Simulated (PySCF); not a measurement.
# What a mistake does to a calculation on B2H3NO

Calculated results; nothing here was measured. The program is PySCF 2.14.0, an open-source quantum chemistry code, run on an isolated molecule that a program drew, which may never have been made. The molecule is B2H3NO (charge 0, singlet), drawn as the SMILES string `NBB=O`.

Each row is a Hartree-Fock (HF) and frozen-core CCSD(T) single point in the cc-pVDZ basis, meant for a local HF minimum. Run 1 is clean. Each other run has one planted mistake out of seven kinds, and not every kind appears here: one electron removed, one electron added, multiplicity raised by two, geometry at a saddle point, minimal basis STO-3G, one bond length entered in bohr, all coordinates scaled. The reference is restricted for singlets and unrestricted otherwise, and also for a bond in bohr. Adding or removing an electron swaps singlet and doublet. Electrons count all cores. HOMO and LUMO are orbital energies over both spins, the gradient is its largest component, and the lowest frequency (negative if imaginary) is given only where the gradient is small. Bond lengths are over the 6 bonds as drawn. T1 is the CCSD diagnostic: over 0.02 (restricted) or 0.045 (unrestricted) a single reference is doubtful.

Geometry of the clean run:
```xyz
7
B2H3NO, angstrom
N     0.1132   -0.3780   -1.0424
B    -1.2307   -0.0573   -1.0322
B    -1.7533    1.4749   -1.5777
O    -2.1127    2.5426   -1.9584
H     0.4536   -1.2643   -0.7300
H     0.8342    0.2388   -1.3553
H    -2.0251   -0.8617   -0.6378
```

| run | electrons | basis functions | <S^2> | HOMO (eV) | LUMO (eV) | gradient (hartree/bohr) | lowest frequency (cm^-1) | mean bond (Å) | longest bond (Å) | T1 | HF (hartree) | CCSD(T) (hartree) | mistake |
|---|---|---|---|---|---|---|---|---|---|---|---|---|---|
| 1 | 28 | 71 | 0.000 | -12.65 | 2.33 | 2.9e-05 | 192 | 1.2458 | 1.708 | 0.0193 | -180.53573 | -181.09023 | no fault |
| 2 | 28 | 71 | 0.744 | -12.06 | 1.49 | 2.3e-02 | - | 1.3940 | 1.888 | 0.0619 | -180.38536 | -180.94125 | one bond length entered in bohr |
| 3 | 29 | 71 | 0.759 | 0.95 | 9.17 | 7.8e-02 | - | 1.2458 | 1.708 | 0.0168 | -180.47429 | -181.03548 | one electron added |
| 4 | 28 | 71 | 0.000 | -12.26 | 1.81 | 1.2e-01 | - | 1.3343 | 1.830 | 0.0236 | -180.50070 | -181.07213 | ? |

**Which mistake was planted in run 4, and what did it cost?**

The mean and the longest bond both change by the same factor, 1.071, and the gradient is no longer small. So the mistake is: all coordinates scaled. Subtracting run 1 and multiplying by 627.51 kcal/mol a hartree, the energy moved by 22.0 kcal/mol in HF and 11.4 kcal/mol in CCSD(T).

Cautions from the logs. Run 2: T1 is over the limit, so its CCSD(T) energy is less reliable; run 3: the HOMO is above zero, so the electron isn't bound and the energy depends on the basis; run 4: T1 is over the limit, so its CCSD(T) energy is less reliable.
